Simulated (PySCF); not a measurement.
PySCF input for NbO2, SMILES [Nb](=[O])=[O] (connectivity only; charge and spin as stated), neutral, multiplicity 2, TDA-PBE/def2-TZVPD. Coordinates come from a B3LYP-D3(BJ)/def2-TZVP optimisation. The multiplicity is an assumed one; other spin states were not compared. The def2 effective core potentials stand for the cores of Nb; spin–orbit coupling is left out.

```python
import numpy as np
from pyscf import gto, scf, dft, tdscf

mol = gto.M(
    atom='''
    Nb    0.00000000    0.00000000   -0.29219910
    O     0.00000000    1.36062001    0.74876020
    O     0.00000000   -1.36062002    0.74876019
    ''',
    basis='def2-TZVPD',
    ecp={'Nb': 'def2-tzvp'},
    charge=0,
    spin=1,
    max_memory=1600,
    verbose=4,
)
mf = dft.UKS(mol, xc='pbe').density_fit(auxbasis='def2-universal-jkfit')
mf.grids.level = 3
mf.conv_tol = 1e-9
mf.max_cycle = 100
mf.kernel()
fine, coarse = mf.grids, dft.Grids(mol).set(level=1).build(with_non0tab=True)
for _ in range(3):  # follow internal instabilities
    mf.grids = coarse
    mo, _, stable, _ = mf.stability(return_status=True, nroots=4)
    mf.grids = fine
    if stable:
        break
    mf.kernel(mf.make_rdm1(mo, mf.mo_occ))
mf.grids = dft.Grids(mol).set(level=1).build(with_non0tab=True)  # coarser grid for the response kernel
td = tdscf.TDA(mf)
td.nstates = 10
td.conv_tol = 1e-4
td.positive_eig_threshold = 1e-6
td.kernel(x0=td.get_init_guess(mf, 15))
td.analyze(verbose=3)
```

Output:

```
PySCF version 2.14.0

[INPUT] verbose = 4
[INPUT] num. atoms = 3
[INPUT] num. electrons = 29
[INPUT] charge = 0
[INPUT] spin (= nelec alpha-beta = 2S) = 1
[INPUT] symmetry False subgroup None
[INPUT] Mole.unit = angstrom
[INPUT] Symbol           X                Y                Z      unit          X                Y                Z       unit  Magmom
[INPUT]  1 Nb     0.000000000000   0.000000000000  -0.292199100000 AA    0.000000000000   0.000000000000  -0.552176272844 Bohr   0.0
[INPUT]  2 O      0.000000000000   1.360620010000   0.748760200000 AA    0.000000000000   2.571199178503   1.414951710975 Bohr   0.0
[INPUT]  3 O      0.000000000000  -1.360620020000   0.748760190000 AA    0.000000000000  -2.571199197400   1.414951692077 Bohr   0.0

nuclear repulsion = 76.6949530850558
number of shells = 42
number of NR pGTOs = 170
number of NR cGTOs = 120
basis = def2-TZVPD
ecp = {'Nb': 'def2-tzvp'}


[settings echo left out]
init E= -201.331602612717
  alpha nocc = 15  HOMO = -0.600373676128314  LUMO = -0.597849930048298
  beta  nocc = 14  HOMO = -0.67413113376659  LUMO = -0.600373676128314

WARN: HOMO -0.600373676128314 >= LUMO -0.600373676128314

cycle= 1 E= -205.915444331044  delta_E= -4.58  |g|=    2  |ddm|= 3.89
  alpha nocc = 15  HOMO = 0.00456236580033931  LUMO = 0.0326068358793638
  beta  nocc = 14  HOMO = -0.173784253331223  LUMO = 0.00855171852604997
  HOMO = 0.00456236580034  LUMO = 0.00855171852605  gap/eV = 0.10856
cycle= 2 E= -203.718663641335  delta_E=  2.2  |g|=  2.7  |ddm|= 8.78
  alpha nocc = 15  HOMO = -0.124086383967466  LUMO = -0.0848091188603313
  beta  nocc = 14  HOMO = -0.142593249684371  LUMO = -0.120539066711501
  HOMO = -0.124086383967  LUMO = -0.120539066712  gap/eV = 0.09653
cycle= 3 E= -205.768673777636  delta_E= -2.05  |g|= 1.95  |ddm|= 8.48
  alpha nocc = 15  HOMO = -0.199718240018733  LUMO = -0.164892710340624
  beta  nocc = 14  HOMO = -0.335501910862742  LUMO = -0.185201727480177
  HOMO = -0.199718240019  LUMO = -0.18520172748  gap/eV = 0.39501
cycle= 4 E= -207.31773175711  delta_E= -1.55  |g|= 0.499  |ddm|= 1.79
  alpha nocc = 15  HOMO = -0.177953665556661  LUMO = -0.121051705889716
  beta  nocc = 14  HOMO = -0.249460305346208  LUMO = -0.142045625084034
  HOMO = -0.177953665557  LUMO = -0.142045625084  gap/eV = 0.97711
cycle= 5 E= -207.426876005388  delta_E= -0.109  |g|= 0.111  |ddm|= 0.506
  alpha nocc = 15  HOMO = -0.179346439567883  LUMO = -0.115317035312556
  beta  nocc = 14  HOMO = -0.245877446482965  LUMO = -0.135855490611604
  HOMO = -0.179346439568  LUMO = -0.135855490612  gap/eV = 1.18345
cycle= 6 E= -207.43102431811  delta_E= -0.00415  |g|= 0.0276  |ddm|= 0.0811
  alpha nocc = 15  HOMO = -0.185750227748699  LUMO = -0.120864052764908
  beta  nocc = 14  HOMO = -0.251990375000354  LUMO = -0.14029062920326
  HOMO = -0.185750227749  LUMO = -0.140290629203  gap/eV = 1.23702
cycle= 7 E= -207.43130397908  delta_E= -0.00028  |g|= 0.0164  |ddm|= 0.0507
  alpha nocc = 15  HOMO = -0.185620733802391  LUMO = -0.11993497875755
  beta  nocc = 14  HOMO = -0.253437559526176  LUMO = -0.139197010621569
  HOMO = -0.185620733802  LUMO = -0.139197010622  gap/eV = 1.26325
cycle= 8 E= -207.431438986204  delta_E= -0.000135  |g|= 0.00269  |ddm|= 0.0131
  alpha nocc = 15  HOMO = -0.186175907609627  LUMO = -0.120171143964878
  beta  nocc = 14  HOMO = -0.254566775142024  LUMO = -0.139321620864191
  HOMO = -0.18617590761  LUMO = -0.139321620864  gap/eV = 1.27497
cycle= 9 E= -207.431447204249  delta_E= -8.22e-06  |g|= 0.00085  |ddm|= 0.00617
  alpha nocc = 15  HOMO = -0.18625209030812  LUMO = -0.120112181077759
  beta  nocc = 14  HOMO = -0.254641955859089  LUMO = -0.139247064282504
  HOMO = -0.186252090308  LUMO = -0.139247064283  gap/eV = 1.27907
cycle= 10 E= -207.431448209069  delta_E= -1e-06  |g|= 0.000269  |ddm|= 0.00208
  alpha nocc = 15  HOMO = -0.186207080731386  LUMO = -0.120027067001522
  beta  nocc = 14  HOMO = -0.25458417931139  LUMO = -0.139191190759451
  HOMO = -0.186207080731  LUMO = -0.139191190759  gap/eV = 1.27937
cycle= 11 E= -207.43144824846  delta_E= -3.94e-08  |g|= 0.000205  |ddm|= 0.000589
  alpha nocc = 15  HOMO = -0.186221850243598  LUMO = -0.120032642124689
  beta  nocc = 14  HOMO = -0.25460649172318  LUMO = -0.139191471127521
  HOMO = -0.186221850244  LUMO = -0.139191471128  gap/eV = 1.27976
cycle= 12 E= -207.431448236541  delta_E= 1.19e-08  |g|= 0.000297  |ddm|= 0.000311
  alpha nocc = 15  HOMO = -0.186226163490947  LUMO = -0.120036026877574
  beta  nocc = 14  HOMO = -0.254613279633546  LUMO = -0.139192658836379
  HOMO = -0.186226163491  LUMO = -0.139192658836  gap/eV = 1.27985
cycle= 13 E= -207.431448271832  delta_E= -3.53e-08  |g|= 2.72e-05  |ddm|= 0.000167
  alpha nocc = 15  HOMO = -0.18622552494643  LUMO = -0.120035005415073
  beta  nocc = 14  HOMO = -0.254610809008174  LUMO = -0.139191613000722
  HOMO = -0.186225524946  LUMO = -0.139191613001  gap/eV = 1.27986
cycle= 14 E= -207.43144827223  delta_E= -3.97e-10  |g|= 3.68e-06  |ddm|= 3.63e-05
  alpha nocc = 15  HOMO = -0.186224940854206  LUMO = -0.120033894390942
  beta  nocc = 14  HOMO = -0.254609235949196  LUMO = -0.139190887958943
  HOMO = -0.186224940854  LUMO = -0.139190887959  gap/eV = 1.27986
Extra cycle  E= -207.431448272226  delta_E= 4.04e-12  |g|= 6.25e-06  |ddm|= 7.86e-06
converged SCF energy = -207.431448272226  <S^2> = 0.75760259  2S+1 = 2.0075882
tot grids = 18536
uhf_internal: lowest eigs of H = [0.08789659 0.11533045 0.18536263 0.21028115]
<class 'pyscf.df.df_jk.DFUKS'> wavefunction is stable in the internal stability analysis
tot grids = 18536
Overwritten attributes  positive_eig_threshold  of <class 'pyscf.tdscf.uks.TDA'>


******** <class 'pyscf.tdscf.uks.TDA'> for <class 'pyscf.df.df_jk.DFUKS'> ********
nstates = 10
deg_eia_thresh = 1.000e-03
wfnsym = None
conv_tol = 0.0001
eigh lindep = 1e-12
eigh level_shift = 0
eigh max_cycle = 100


Excitation energies (eV)
[1.18095118 1.63846343 2.73672852 2.93335767 3.13141896 3.35530933
 3.6465199  3.73133526 4.00655517 4.06025932]

** Excitation energies and oscillator strengths **
Excited State   1:      1.18095 eV   1049.87 nm  f=0.0243
Excited State   2:      1.63846 eV    756.71 nm  f=0.0399
Excited State   3:      2.73673 eV    453.04 nm  f=0.0000
Excited State   4:      2.93336 eV    422.67 nm  f=0.0000
Excited State   5:      3.13142 eV    395.94 nm  f=0.0007
Excited State   6:      3.35531 eV    369.52 nm  f=0.0015
Excited State   7:      3.64652 eV    340.01 nm  f=0.0000
Excited State   8:      3.73134 eV    332.28 nm  f=0.0604
Excited State   9:      4.00656 eV    309.45 nm  f=0.0085
Excited State  10:      4.06026 eV    305.36 nm  f=0.0000
```

The run converged.

Cost: about 70 core-seconds (a rough figure).
